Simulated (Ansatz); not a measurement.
Cost and result for the atomization energy of Cl2FH3O2Si2 (`O[SiH](O)[Si](F)(Cl)Cl`) (10 atoms, 9 bonds).

```xyz
10

O     1.7181   -0.8375   -0.1845
Si    0.3165   -0.1869   -0.7052
O     0.6054    1.2690   -1.4054
Si   -0.9446    0.0478    1.2558
F    -2.3117    0.7931    0.9182
Cl    0.0081    1.1573    2.6718
Cl   -1.4441   -1.7630    2.0515
H     2.4290   -0.9796   -0.8120
H    -0.3981   -1.0578   -1.6820
H     0.0214    1.5576   -2.1083
```

Total charge 0; spin multiplicity 1. The structure was optimised at the PBE0-D4/def2-TZVP level. It is one conformer, not always the lowest. Program: Ansatz. All runs use 2 threads of an AMD EPYC 7R13 on a shared host and a share of an NVIDIA H100 80 GB. Times are those of one run each, without the atoms' runs, and a repeat can differ threefold. Electronic energies, without spin–orbit coupling; frozen cores. CCSD(T)/CBS adds CCSD(T) − MP2 in def2-TZVPP to the MP2 limit, and its time is that of the two runs behind it. T1 = 0.012. B3LYP takes the VWN-RPA correlation (the form of Gaussian; ORCA's B3LYP/G).

CCSD(T)/CBS is a level of theory with its own doubt, some kJ/mol a heavy atom from the limit and from the frozen cores, so smaller differences don't rank the functionals.

```tsv
level	functions	atomization (kcal/mol)	difference from CCSD(T)/CBS	per bond
ωB97X-V/def2-TZVPP	303	908.5	-1.6	-0.2
CCSD(T)/CBS(def2)	–	910.1	0.0	0.0
r2SCAN-D4/def2-TZVPP (with forces)	303	908.6	-1.5	-0.2
CCSD(T)/def2-TZVPP	303	876.5	-33.6	-3.7
B2PLYP/def2-TZVPP	303	888.5	-21.6	-2.4
PBE-D4/def2-TZVPP (with forces)	303	916.0	5.9	0.6
MP2/def2-QZVPP	541	931.5	21.4	2.4
B3LYP-D4/def2-TZVPP (with forces)	303	893.9	-16.2	-1.8
PBE0-D4/def2-TZVPP	303	895.4	-14.7	-1.6
ωB97M-V/def2-TZVPP (with forces)	303	907.7	-2.4	-0.3
```

Problem. Order the runs by time, with rough figures. (Estimate.)

Solution. Computed: PBE-D4/def2-TZVPP (with forces) 3.3 s; B2PLYP/def2-TZVPP 4.8 s; B3LYP-D4/def2-TZVPP (with forces) 5.5 s; r2SCAN-D4/def2-TZVPP (with forces) 5.5 s; MP2/def2-QZVPP 5.5 s; ωB97X-V/def2-TZVPP 6.5 s; PBE0-D4/def2-TZVPP 7 s; ωB97M-V/def2-TZVPP (with forces) 7 s; CCSD(T)/def2-TZVPP 7 s; CCSD(T)/CBS(def2) 13 s.

In def2-TZVPP, CCSD(T) changes the Hartree–Fock value by +228.8 kcal/mol (the triples alone add +16.4 kcal/mol) and MP2 by +263.5 kcal/mol; breaking electron pairs costs correlation energy, which Hartree–Fock lacks. The D4 term adds +13.2 kcal/mol with B3LYP and +7.0 kcal/mol with PBE0; it sums over pairs of atoms, weighted by their polarisabilities, and B3LYP, whose exchange is more repulsive, gets the larger term. From PBE to PBE0 (25 % exact exchange), in def2-TZVPP and without D4, the atomization energy moves by −19.4 kcal/mol: exact exchange takes away binding that semilocal exchange gives to molecules.
